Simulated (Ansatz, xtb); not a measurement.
## C3H9NSn: which of two isomers lies lower

Structure X: `CC[CH2][Sn][NH2]`, a singlet. Structure Y: `CC(C)[NH][SnH]`, a singlet. Both are isolated molecules in the gas phase, relaxed with PBE0-D4/def2-SVP; the shapes shown needn't be the lowest conformers.

X (Å):

```yaml
atoms:
  - { symbol: C, position_ang: [1.1056, 1.1626, 2.2774] }
  - { symbol: C, position_ang: [-0.1756, 1.3828, 1.4862] }
  - { symbol: C, position_ang: [-0.8645, 0.0806, 1.0965] }
  - { symbol: N, position_ang: [-0.5240, -2.9056, 0.4072] }
  - { symbol: Sn, position_ang: [0.3195, -1.1961, -0.2867] }
  - { symbol: H, position_ang: [0.9090, 0.5970, 3.2029] }
  - { symbol: H, position_ang: [1.8448, 0.5838, 1.6945] }
  - { symbol: H, position_ang: [1.5869, 2.1113, 2.5608] }
  - { symbol: H, position_ang: [-0.8571, 2.0201, 2.0798] }
  - { symbol: H, position_ang: [0.0558, 1.9722, 0.5798] }
  - { symbol: H, position_ang: [-1.1150, -0.5166, 1.9919] }
  - { symbol: H, position_ang: [-1.8200, 0.2800, 0.5771] }
  - { symbol: H, position_ang: [-0.3190, -3.8285, 0.0384] }
  - { symbol: H, position_ang: [-1.2127, -2.9558, 1.1527] }
```

Y (Å):

```yaml
atoms:
  - { symbol: C, position_ang: [0.7469, 0.2056, 1.5236] }
  - { symbol: C, position_ang: [-0.6353, 0.4687, 0.9277] }
  - { symbol: C, position_ang: [-0.7483, -0.1119, -0.4715] }
  - { symbol: N, position_ang: [-1.6778, -0.0329, 1.7974] }
  - { symbol: Sn, position_ang: [-3.1342, -1.4300, 1.4877] }
  - { symbol: H, position_ang: [0.8310, 0.6370, 2.5335] }
  - { symbol: H, position_ang: [1.5423, 0.6468, 0.9023] }
  - { symbol: H, position_ang: [0.9258, -0.8786, 1.6042] }
  - { symbol: H, position_ang: [-0.7482, 1.5697, 0.8352] }
  - { symbol: H, position_ang: [-0.6193, -1.2075, -0.4559] }
  - { symbol: H, position_ang: [0.0263, 0.3083, -1.1298] }
  - { symbol: H, position_ang: [-1.7303, 0.1067, -0.9200] }
  - { symbol: H, position_ang: [-1.6224, 0.3736, 2.7276] }
  - { symbol: H, position_ang: [-3.6549, -1.2028, 3.1855] }
```

Task: Estimate E(Y) − E(X) at the level CCSD(T)/def2-SVP + ΔMP2/def2-TZVPP.

Result: Calculated at CCSD(T)/def2-SVP + ΔMP2/def2-TZVPP: E(Y) − E(X) = +7.9 kcal/mol, so structure X lies lower.

Level by level:

```tsv
level	geometry	E(Y) − E(X) (kcal/mol)	departure from the last row (kcal/mol)	job, with rough time for the two
PBE0-D4/def2-SVP	PBE0-D4/def2-SVP	+3.6	−4.4	optimisation, 1.7 min
HF/def2-SVP	PBE0-D4/def2-SVP	+4.3	−3.7	part of the CCSD(T) run
MP2/def2-SVP	PBE0-D4/def2-SVP	+4.0	−3.9	part of the CCSD(T) run
CCSD(T)/def2-SVP	PBE0-D4/def2-SVP	+2.6	−5.3	single point
CCSD(T)/def2-SVP + ΔMP2/def2-TZVPP	PBE0-D4/def2-SVP	+7.9		single point, 79 s
```

As drawn, Y has 1 C–N, 1 Sn–H in place of 1 C–Sn, 1 N–H.

None of the levels shown reverses the order. The largest departure from CCSD(T)/def2-SVP + ΔMP2/def2-TZVPP is that of CCSD(T)/def2-SVP, 5.3 kcal/mol. Levels run at GFN2-xTB geometries aren't shown. The last row adds to CCSD(T) the change of the MP2 difference between the two basis sets, here +5.3 kcal/mol, a large step that makes the value less sure.

With thermal terms from frequencies at re-optimised GFN2-xTB minima (ideal gas, soft modes damped towards free rotors, one conformer each, 298.15 K, 1 atm): the zero-point term adds −1.4 kcal/mol; ΔH is +6.1 and ΔG +7.2 kcal/mol.

The correlated steps freeze 8 core orbitals; the filled d shell of Sn is correlated, in a basis made for valence electrons. Atoms past krypton carry core potentials in the def2 sets and no spin–orbit term is included. Programs: Ansatz 0.2.0, xtb 6.7.1; the last row on 2 threads of Arm Neoverse V2 on a shared host.
